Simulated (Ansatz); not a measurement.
```xyz
12

B    -0.696    1.252   -0.468
C    -0.057   -0.113   -0.773
C    -0.033   -0.531   -2.053
O     0.489   -0.925    0.172
Ge    0.541   -0.521    1.919
H    -0.750    1.692    0.645
H    -1.150    1.888   -1.369
H    -0.460    0.092   -2.825
H     0.405   -1.484   -2.336
H     1.360    0.762    2.127
H    -0.890   -0.363    2.453
H     1.241   -1.749    2.508
```

Total charge 0; spin multiplicity 1.

List the PBE0/def2-TZVPP orbital energies in eV (Ansatz 0.2.0). (Best estimate.)

Ansatz gave: Occupied: -10860.48, -1358.71, -1208.53, -1208.51, -1208.51, -522.95, -279.44, -278.39, -184.56, -171.47, -121.31, -121.24, -121.23, -34.27, -34.10, -34.09, -34.02, -34.01, -28.55, -21.21, -16.77, -16.13, -13.81, -13.01, -12.06, -11.54, -10.92, -10.01, -9.67, -9.42, -8.51, -7.04. Lowest empty: -2.10, 0.22, 0.90, 1.34, 1.75, 1.94, 2.13, 2.67.
